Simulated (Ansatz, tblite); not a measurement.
Series NiX2(PH3)2: E(high spin) − E(low spin) (eV) at several levels, gas phase, relaxed structures; Ansatz, xTB through tblite. Each state is relaxed at the level in the geometry column; the other columns are single points. xTB has no spin-polarisation term. Singlets are spin-restricted. Names give formal oxidation states. The structures are stationary points that may keep the symmetry of their start. Remarks come from the PBE and PBE0 runs and from stability tests at other levels; not every state was tested.

```json
{"species": "trans-NiCl2(PH3)2 (NiP2H6Cl2)", "state": "triplet − singlet", "geometry": "PBE-D4/def2-SVP", "GFN1-xTB": "1.44", "GFN2-xTB": "1.21", "PBE-D4/def2-TZVP": "0.82", "r2SCAN-D4/def2-TZVP": "0.49", "PBE0-D4/def2-TZVP": "0.29", "remarks": "restricted SCF unstable in HF (singlet)"}
{"species": "NiH2(PH3)2 (NiP2H8)", "state": "triplet − singlet", "geometry": "PBE-D4/def2-SVP", "GFN1-xTB": "2.31", "GFN2-xTB": "2.01", "PBE-D4/def2-TZVP": "1.87", "r2SCAN-D4/def2-TZVP": "1.61", "PBE0-D4/def2-TZVP": "1.51", "remarks": "–"}
{"species": "trans-NiH2(PH3)2 (NiP2H8)", "state": "triplet − singlet", "geometry": "PBE-D4/def2-SVP", "GFN1-xTB": "1.63", "GFN2-xTB": "1.70", "PBE-D4/def2-TZVP": "1.39", "r2SCAN-D4/def2-TZVP": "1.26", "PBE0-D4/def2-TZVP": "1.22", "remarks": "–"}
{"species": "cis-NiCl2(PH3)2 (NiP2H6Cl2)", "state": "triplet − singlet", "geometry": "B3LYP-D4/def2-SVP", "GFN1-xTB": "1.22", "GFN2-xTB": "1.04", "PBE-D4/def2-TZVP": "0.54", "r2SCAN-D4/def2-TZVP": "0.09", "PBE0-D4/def2-TZVP": "-0.18", "remarks": "–"}
```

Over the 4 species that have every level, the mean is 1.65 at GFN1-xTB, 1.49 at GFN2-xTB, 1.16 at PBE-D4/def2-TZVP, 0.86 at r2SCAN-D4/def2-TZVP, 0.71 at PBE0-D4/def2-TZVP.
